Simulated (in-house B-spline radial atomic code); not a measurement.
**Br³⁺: 1s1 2s2 2p6 3s2 3p6 3d10 4s2 4p3 (with a hole in an inner shell)**

Method: Dirac-Kohn-Sham PBE0, spherical fractional occupations, Fermi nucleus of rms radius 4.1629 fm. Calculated with a B-spline radial code for spherical atoms.

Z_r = [3n² - l(l+1)]/(2<r>); Z_e = n√(-2ε); the last column is Slater's effective charge. Values are occupation-weighted means over j. An effective charge above Z reflects the relativistic contraction of the inner shells.

```tsv
shell	electrons	ε (eV)	<r> (bohr)	Z_r	Z_e	Slater
1s	1	-13780	0.0424	35.38	31.82	35.00
2s	2	-1894.3	0.1853	32.38	23.60	31.70
2p	6	-1705.4	0.1605	31.15	22.39	31.70
3s	2	-309.91	0.5343	25.27	14.32	24.75
3p	6	-244.16	0.5403	23.14	12.71	24.75
3d	10	-128.22	0.5512	19.05	9.21	14.85
4s	2	-60.688	1.481	16.21	8.45	9.30
4p	3	-43.496	1.674	13.74	7.15	9.30
```

The least bound orbital is 4p3/2 at -43.21 eV, and it is also the most diffuse (<r> = 1.683 bohr). The part-filled 1s shell lies below the filled 4s shell in orbital energy.

Spin-orbit splittings of the orbital energies (j = l + 1/2 above j = l - 1/2 when positive): 2p 52.34 eV, 3p 7.79 eV, 3d 1.336 eV, 4p 0.8583 eV.

For the 1s electron the small component carries 1.63 % of the norm, the zero-frequency Breit interaction raises the level by 14.64 eV, self-energy by 11.55 eV, and vacuum polarisation lowers it by 1.179 eV.

Caution: exact exchange at fractional occupations of open shells leaves self-interaction of up to several eV.
